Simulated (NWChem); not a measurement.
System: C2H5ClOSi; SMILES C(=C)[Si@@H](Cl)O

```xyz
10

C      0.5600     2.4767     0.3499
C      0.9111     1.2975    -0.1809
Si    -0.3272    -0.0564    -0.4853
O     -1.7653     0.2396     0.2807
Cl     0.5283    -1.8413     0.1902
H     -0.4682     2.6946     0.6328
H      1.2792     3.2757     0.5233
H      1.9560     1.1330    -0.4479
H     -0.6759    -0.2583    -1.9051
H     -1.7455     0.2914     1.2473
```
Atoms are numbered in this order, from 1.

Computed with NWChem. Pople sets run with spherical d functions. Geometry: optimised at B3LYP/6-31G* (spherical d). Level: PBE/6-31G* with SMD (1 M gas to 1 M solution), gas-phase geometry. Reactions with the solvent are ignored.

Task: Order these by “dipole in solution (D)”, lowest first: ethylene glycol; ethyl acetate; 1-octanol; cyclohexane; anisole.

Result: cyclohexane (2.84), anisole (3.03), ethyl acetate (3.08), 1-octanol (3.19), ethylene glycol (3.26)
